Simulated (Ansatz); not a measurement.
`[BH2][AlH][O][SiH2]C` + `N[SiH3]` → `C[SiH2]N[SiH3]` + `[BH2][AlH][OH]`  (ligand exchange at the Si–O bond)

Computed with Ansatz on PBE0-D4/def2-TZVP structures; ΔE is electronic, products minus reactants. CBS: MP2 limit from def2 TZ/QZ plus the TZ coupled-cluster correction, frozen cores. This one scheme is used for every species. Functionals use def2-TZVPP. B3LYP here is the variant with VWN-RPA as its local correlation; programs differ in this. Each species was taken in one conformer, which may not be the lowest.

`[BH2][AlH][O][SiH2]C`:

Z-matrix (Å, degrees):
```
Si
C 1 1.861
O 1 1.626 2 110.9
H 1 1.490 2 109.8 3 120.6
H 1 1.492 2 109.5 3 -121.1
H 2 1.093 1 110.9 3 -59.7
H 2 1.094 1 110.4 3 -179.5
H 2 1.093 1 111.1 3 60.8
Al 3 1.688 1 170.9 2 -139.4
B 9 2.122 3 118.3 1 3.3
H 9 1.590 3 116.6 1 -176.9
H 10 1.200 9 122.8 3 -90.5
H 10 1.200 9 122.8 3 89.8
```

`N[SiH3]`:

Z-matrix (Å, degrees):
```
Si
N 1 1.720
H 1 1.486 2 107.9
H 1 1.494 2 116.0 3 -120.3
H 1 1.486 2 107.9 3 119.4
H 2 1.007 1 119.6 3 -168.6
H 2 1.007 1 119.6 3 49.2
```

`C[SiH2]N[SiH3]`:

Cartesian coordinates in Å:
```
C -1.653 -0.563 1.322
Si -0.812 0.629 0.160
N 0.894 0.364 0.049
Si 1.812 -0.148 -1.317
H -2.727 -0.360 1.371
H -1.514 -1.595 0.990
H -1.250 -0.475 2.334
H -1.087 2.017 0.630
H -1.346 0.474 -1.219
H 1.433 0.603 0.870
H 0.895 -0.847 -2.253
H 2.893 -1.074 -0.884
H 2.462 0.975 -2.052
```

`[BH2][AlH][OH]`:

```xyz
7

B    -1.510    0.263    0.010
Al    0.596    0.183   -0.231
O     1.410   -1.046    0.623
H    -2.040    0.917    0.865
H    -2.268   -0.324   -0.710
H     1.454    1.175   -1.139
H     2.357   -1.168    0.582
```

```csv
level,ΔE (kJ/mol)
r2SCAN-D4,55.6
B3LYP-D4,55.8
ωB97X-V,54.5
HF/def2-TZVPP,69.6
MP2/def2-TZVPP,52.8
CCSD/def2-TZVPP,56.1
HF/def2-QZVPP,70.6
HF/CBS(def2),70.7
```

(1) What does CCSD(T)/CBS give? (Estimate.)

Largest T1 diagnostic among the species: 0.012.

Results:

(1) Ansatz gave: +53.2 kJ/mol. The listed levels differ from it by 2.4, 2.6, 1.3, 16.4, -0.4, 2.9, 17.4, 17.5 kJ/mol.

The D4 term adds −3.8 kJ/mol with B3LYP and −2.0 kJ/mol with PBE0; it sums over pairs of atoms, weighted by their polarisabilities, and B3LYP, whose exchange is more repulsive, gets the larger term. In def2-TZVPP, CCSD(T) changes the Hartree–Fock value by −15.8 kJ/mol (the triples alone add −2.3 kJ/mol) and MP2 by −16.8 kJ/mol.
